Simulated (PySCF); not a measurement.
C₃H₇NSi, SMILES [SiH3]C1=NCC1. Geometry optimised at PBE-D3(BJ)/def2-SVP. The structure was generated by enumeration, and PubChem lists no compound with its InChIKey, so it may never have been made.

**Question.** Give the equilibrium geometry at PBE-D3(BJ)/def2-SVP (PySCF confirms it by a frequency run) as bond lengths and angles, and its point group. (Estimate from the structure and the level; the computed values follow.)

**Answer.** point group Cs.
Atoms: Si1 C2 N3 C4 C5 H6 H7 H8 H9 H10 H11 H12. Bond lengths (Å): Si1–C2 1.896, Si1–H6 1.506, Si1–H7 1.500, Si1–H8 1.506, C2–N3 1.309, C2–C5 1.519, N3–C4 1.492, C4–C5 1.555, C4–H9 1.111, C4–H10 1.111, C5–H11 1.110, C5–H12 1.110. Bond angles (°): C2–Si1–H6 109.4, C2–Si1–H7 109.7, C2–Si1–H8 109.4, H6–Si1–H7 110.2, H6–Si1–H8 107.8, H7–Si1–H8 110.2, Si1–C2–N3 126.3, Si1–C2–C5 135.2, N3–C2–C5 98.5, C2–N3–C4 90.8, N3–C4–C5 89.6, N3–C4–H9 112.6, N3–C4–H10 112.6, C5–C4–H9 116.4, C5–C4–H10 116.4, H9–C4–H10 108.3, C2–C5–C4 81.1, C2–C5–H11 116.0, C2–C5–H12 116.0, C4–C5–H11 116.6, C4–C5–H12 116.6, H11–C5–H12 108.6.
